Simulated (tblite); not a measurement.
C₄H₆F₃O₂P.
Structure used (GFN2-xTB), in Å, numbered top down from 1:
```
atom  x, y, z in Å
C1     2.420   -1.080    0.673
C2     1.324   -0.370    0.867
P3     0.565    0.452   -0.555
O4     1.347    0.492   -1.791
O5     0.187    1.912   -0.011
C6    -1.090   -0.363   -0.807
C7    -2.103    0.120    0.193
F8    -2.537    1.356   -0.072
F9    -3.198   -0.662    0.224
F10   -1.621    0.133    1.443
H11    2.835   -1.168   -0.318
H12    2.938   -1.582    1.474
H13    0.863   -0.234    1.833
H14    0.471    2.577   -0.642
H15   -1.435   -0.132   -1.815
H16   -0.974   -1.443   -0.710
```

All values are computed: GFN2-xTB (tblite) harmonic vibrations without scaling, gas phase. Errors from tens to a few hundred cm⁻¹ against measured bands are possible. One conformer, not necessarily the lowest.

Harmonic wavenumbers (cm⁻¹): 46.5, 48.9, 78.5, 120.8, 151.2, 184.3, 201.8, 251.2, 285.3, 310.1, 341.4, 382.9, 442.5, 474.9, 483.6, 577.7, 591.2, 680.4, 752.6, 802.3, 834.3, 842.1, 877.8, 916.5, 978.3, 985.9, 1019.4, 1030.0, 1155.4, 1176.2, 1219.6, 1231.4, 1279.2, 1377.2, 1400.9, 1668.9, 2986.4, 2993.7, 3087.8, 3089.8, 3122.0, 3564.2.

A = 1979, B = 786.3, C = 706.2 MHz; mass 174.006 u (most abundant isotopes); point group C1, symmetry number 1.

What is the zero-point energy?

½Σν̃ = 22023 cm⁻¹ = 62.97 kcal/mol.

What is S at 200 K and 1 bar for an ideal gas of classical rigid rotors and harmonic oscillators?

Translation 39.41, rotation 28.87, vibration 24.07: S = 92.4 cal/(mol K).

And Cp and H(200 K) − H(0)?

Cp = 32.97 cal/(mol K), of which vibrations give 25.02 (their classical limit is 42 R = 83.5); H(200 K) − H(0) = 4.18 kcal/mol without the zero-point energy, 2.59 from vibrations.

Which modes carry the vibrational entropy at 200 K?

46.5 cm⁻¹: 4.17; 48.9 cm⁻¹: 4.07; 78.5 cm⁻¹: 3.15; 120.8 cm⁻¹: 2.33; 151.2 cm⁻¹: 1.92; 184.3 cm⁻¹: 1.57 cal/(mol K); the other 36 give 6.86 together.

How do the functions run with temperature in this model?

```tsv
T (K)	S (cal/(mol K))	Cp (cal/(mol K))	H − H(0) (kcal/mol)	G − H(0) (kcal/mol)	ln q(vib)
150	83.7	27.5	2.67	-9.88	3.95
250	100.3	38.2	5.96	-19.11	7.21
298.15	107.4	42.9	7.91	-24.11	8.73
400	121.3	51.5	12.74	-35.77	11.86
600	144.5	63.0	24.29	-62.43	17.60
900	172.1	72.6	44.79	-110.10	25.18
```

q(vib) and H(0) count from the zero-point level.

What must be added to the electronic energy to get the Gibbs energy at 200 K and 1 bar?

ZPE + [H(200 K) − H(0)] − T·S = 62.97 + 4.18 − 18.47 = 48.68 kcal/mol.

Blend soft modes into free rotors: weight 1/[1 + (100 cm⁻¹/ν̃)⁴] for the oscillator and the rest for a rotor with moment μB/(μ + B), μ = h/(8π²ν), B = 10⁻⁴⁴ kg m². What vibrational entropy results?

22.06 cal/(mol K) in place of 24.07, which changes −T·S at 200 K by +0.40 kcal/mol.

Hindered rotation and anharmonicity are outside this model. Other conformers, if any are populated, would add a mixing term that is left out. The structure is chiral; the term R ln 2 for an equal mix with its mirror image is left out.
